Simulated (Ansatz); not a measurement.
Geometry optimisation, Ansatz 0.2.0, RKS B3LYP-D4/def2-SVP.

Input:

```yaml
crystal:
  periodic: [false, false, false]
  atoms:
    - { symbol: "N", position_ang: [0.32293, -1.41982, 0.55793] }
    - { symbol: C, position_ang: [0.07788, -0.3142, 1.23996] }
    - { symbol: O, position_ang: [0.04447, -0.12346, 2.41373] }
    - { symbol: Ga, position_ang: [-0.27621, 1.1997, -0.19249] }
    - { symbol: O, position_ang: [-0.62748, 2.71239, 0.65925] }
    - { symbol: F, position_ang: [-0.29805, 1.28084, -1.97421] }
    - { symbol: H, position_ang: [0.31068, -1.39422, -0.45196] }
    - { symbol: H, position_ang: [0.52184, -2.28843, 1.03865] }
    - { symbol: H, position_ang: [-0.83205, 3.57573, 0.30811] }
basis:
  gaussian: { orbitals: def2-SVP }
hamiltonian:
  xc: b3lyp
  dispersion: d4
relax:
  f_tol: 0.015
  max_steps: 40
```

Command:

```bash
$ ansatz run input.yaml --threads 2 --pin off --max-ram 3072MiB --backend cpu --events-out ev --progress --plain --runs-dir out
```

Where does it end, and by what steps?

The forces met the threshold. After 10 steps the energy has fallen by 0.359 eV; F6 moved furthest, 0.51 Å.

```csv
step,energy less start (eV),largest force component (eV/Å),accepted
0,0.0000,1.880,yes
1,-0.2304,1.201,yes
2,-0.3006,0.546,yes
3,-0.3385,0.500,yes
4,-0.3508,0.331,yes
5,-0.3561,0.177,yes
6,-0.3585,0.070,yes
7,-0.3589,0.035,yes
8,-0.3592,0.041,yes
9,-0.3593,0.019,yes
10,-0.3593,0.002,yes
```

```xyz
9
Properties=species:S:1:pos:R:3
N 0.318 -1.386 0.445
C 0.079 -0.331 1.269
O 0.095 -0.370 2.479
Ga -0.308 1.326 0.182
O -0.690 2.999 0.633
F -0.238 0.981 -1.564
H 0.286 -1.273 -0.562
H 0.530 -2.297 0.845
H -0.828 3.582 -0.127
```

Whether the end is a true minimum wasn't checked by a vibrational analysis.

Run time: 48 s on 2 threads of Arm Neoverse V1 (shared host), peak memory 0.3 GiB.
